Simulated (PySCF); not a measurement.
# SeBr: energy against distance

Set-up: basis Se def2-TZVPP, Br def2-TZVPP; no relativity; PySCF 2.14. Energies in eV from Se + Br in their ground configurations at the same level. State: ²Π (doublet), unpaired electrons π ↑.

All columns are PBE0. A positive dipole means Se(−)Br(+).

| R (Å) | E (eV) | μ (D) | Mulliken charge on Se (basis-dependent) | HOMO (eV) | LUMO (eV) | Mayer bond order | ⟨S²⟩ |
| --- | --- | --- | --- | --- | --- | --- | --- |
| 1.955 | -1.282 | 0.62 | 0.00 | -6.04 | -3.87 | 1.47 | 0.75 |
| 2.046 | -2.012 | 0.39 | 0.01 | -6.26 | -4.06 | 1.42 | 0.75 |
| 2.137 | -2.400 | 0.15 | 0.03 | -6.45 | -4.24 | 1.37 | 0.75 |
| 2.205 | -2.532 | -0.05 | 0.05 | -6.59 | -4.36 | 1.33 | 0.75 |
| 2.273 | -2.564 | -0.24 | 0.06 | -6.73 | -4.47 | 1.29 | 0.75 |
| 2.341 | -2.522 | -0.44 | 0.07 | -6.85 | -4.57 | 1.26 | 0.75 |
| 2.432 | -2.385 | -0.69 | 0.09 | -7.00 | -4.69 | 1.22 | 0.75 |
| 2.546 | -2.130 | -1.00 | 0.11 | -7.17 | -4.81 | 1.17 | 0.76 |
| 2.682 | -1.760 | -1.33 | 0.13 | -7.35 | -4.93 | 1.11 | 0.76 |
| 2.864 | -1.244 | -1.67 | 0.14 | -7.51 | -5.14 | 1.02 | 0.81 |

A fit through these points gives, at Re = 2.265 Å, μ = -0.22 D and dμ/dR = -2.86 D/Å; the reduced mass is 39.71 u.

Q: How strong is the fundamental in the double-harmonic approximation, I = 42.26·(dμ/dR)²/μred km/mol?

A: I = 42.26·(-2.86)²/39.71 = 8.70 km/mol at PBE0.

Spin–orbit coupling is left out. The state was picked by a PBE0 search and need not be the measured ground state.
